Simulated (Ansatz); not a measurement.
Program: Ansatz 0.2.0.

A structure relaxed at PBE0-D4/def2-TZVP, charge 0, multiplicity 1:

Cartesian coordinates in Å:
```
F 0.011 0.556 -2.239
C 0.014 0.305 -0.942
C 0.146 1.026 0.151
Ge -0.101 -0.852 0.553
H 0.296 2.054 0.452
H 1.091 -1.719 0.974
H -1.457 -1.368 1.050
```

Question: Give its formula and SMILES.

Answer: C2H3FGe, `F[C]1=[CH][GeH2]1`.

Question: Point group (tolerance 0.08 Å, 0.16 Å for H)?

Answer: Cs.

Question: Summarise the bond lengths by kind.

Answer: 1 × C–F 1.321 Å; 1 × C–C 1.316 Å; 2 × C–Ge 1.894 to 1.936 Å; 1 × C–H 1.082 Å; 2 × Ge–H 1.533 Å.
